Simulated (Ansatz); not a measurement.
Which is lower?

Two relaxed structures of BHBrO (charge -1), singlet (PBE0-D4/def2-TZVPD; forces vanish, vibrations not checked).

A:

O1  (1.643, 0.067, -1.484)
B2  (-0.819, 0.557, 0.315)
Br3  (0.688, -0.559, -0.198)
H4  (-1.151, -0.258, 1.191)
(Å)

B:

```csv
atom,x (Å),y (Å),z (Å)
O1,1.1757,-0.2779,-0.8270
B2,0.2277,-0.2454,-0.0222
Br3,-1.1956,1.4662,-0.0112
H4,-0.2077,-0.9428,0.8604
```

Program: Ansatz 0.2.0. Basis: def2-TZVPPD. Cores are frozen in the correlated methods. Filled d shells of the heavier atoms are correlated. The def2 sets are not built for correlating such inner shells, so the correlated values are less sure here. B3LYP uses VWN-RPA correlation.

Task: Which structure is lower at CCSD(T), and by how much? (To be estimated.)

Result: Computed: B, by 172.88 kcal/mol (electronic energy, against the other). By their contacts, A is BHBrO ([BH][Br][O]), total charge -1 and B is BHBrO ([O][BH][Br]), total charge -1.

All methods give the same order:

```
   method  E(B) − E(A) (kcal/mol)
   PBE-D4                 -164.78
r2SCAN-D4                 -172.62
  PBE0-D4                 -172.67
 B3LYP-D4                 -174.78
  wB97M-V                 -176.80
       HF                 -187.82
      MP2                 -180.68
     CCSD                 -175.63
  CCSD(T)                 -172.88
```

The T1 diagnostic stays at or below 0.023. The restricted Hartree–Fock reference is unstable towards an unrestricted one at one or more of these structures.

Labels in which every atom is bracketed show which atoms are joined, not bond orders.

For scale, one of the runs: CCSD(T)/def2-TZVPPD, 151 basis functions, launched by `ansatz run in.yaml --threads 2 --pin off --events-out ev --progress --plain --max-ram 4352MiB`. Time: 49 s of wall clock on 2 CPU threads of an Intel Xeon; the host was shared. Peak host memory: 1.1 GiB.
